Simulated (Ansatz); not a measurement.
Basis-set series for `[BH2][AlH][O][SiH3]`. Charge 0, multiplicity 1. All single points use the PBE0-D4/def2-TZVP geometry. It is one conformer, not always the lowest.

```json
{"functional": "PBE0-D4", "basis": "def2-TZVPP", "functions": "230", "energy (Eh)": "-635.33924", "HOMO (eV)": "-7.48", "LUMO (eV)": "-2.51"}
{"functional": "PBE0-D4", "basis": "def2-QZVPP", "functions": "434", "energy (Eh)": "-635.36361", "HOMO (eV)": "-7.48", "LUMO (eV)": "-2.52"}
{"functional": "ωB97M-V", "basis": "def2-TZVPP", "functions": "230", "energy (Eh)": "-635.61104", "HOMO (eV)": "-9.62", "LUMO (eV)": "-0.56"}
{"functional": "ωB97M-V", "basis": "def2-QZVPP", "functions": "434", "energy (Eh)": "-635.63380", "HOMO (eV)": "-9.62", "LUMO (eV)": "-0.61"}
```

Question: Give the rows for def2-SVP. (Estimate.)

Answer: Ansatz gave: 
| functional | basis | functions | energy (Eh) | HOMO (eV) | LUMO (eV) |
| --- | --- | --- | --- | --- | --- |
| PBE0-D4 | def2-SVP | 94 | -635.02403 | -7.42 | -2.43 |
| ωB97M-V | def2-SVP | 94 | -635.29009 | -9.53 | -0.36 |
